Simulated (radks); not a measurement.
Results of a calculation; reference values are marked as such.
Q: The mean radii <r> (bohr) of the occupied orbitals of an atom or ion are listed with their occupations. Level of theory: Dirac Kohn-Sham, LDA (Slater exchange, Perdew-Wang correlation), spin-unpolarised, spherical densities, finite nucleus; Fermi nuclear charge, rms radius of each element as measured or else 0.836 A^(1/3) + 0.57 fm (a radial shooting solver on a logarithmic mesh with Libxc functionals).

| orbital | occ. | <r> |
|---|---|---|
| 1s1/2 | 2 | 0.02320 |
| 2s1/2 | 2 | 0.09853 |
| 2p1/2 | 2 | 0.08247 |
| 2p3/2 | 4 | 0.08899 |
| 3s1/2 | 2 | 0.2605 |
| 3p1/2 | 2 | 0.2500 |
| 3p3/2 | 4 | 0.2626 |
| 3d3/2 | 4 | 0.2340 |
| 3d5/2 | 6 | 0.2379 |
| 4s1/2 | 2 | 0.5934 |
| 4p1/2 | 2 | 0.6085 |
| 4p3/2 | 4 | 0.6375 |
| 4d3/2 | 4 | 0.6831 |
| 4d5/2 | 6 | 0.6935 |
| 5s1/2 | 1 | 1.419 |
| 5p1/2 | 2 | 1.583 |
| 5p3/2 | 4 | 1.667 |
| 4f5/2 | 5 | 0.9829 |
| 6s1/2 | 1 | 3.440 |

Name the element and its charge. Open shells, if any, fill j = l - 1/2 first.

A: Z = 61, promethium, charge +2: Pm2+ in [Kr] 4d10 4f5 5s1 5p6 6s1. The 1s radius gives Z: for a bare nucleus <r> = (2 gamma + 1)/(2Z) with gamma = sqrt(1 - (Z/c)^2), 0.02288 bohr for Z = 61, and screening makes it slightly larger (0.02320 here). The occupations add up to 59, and the charge is Z minus that.
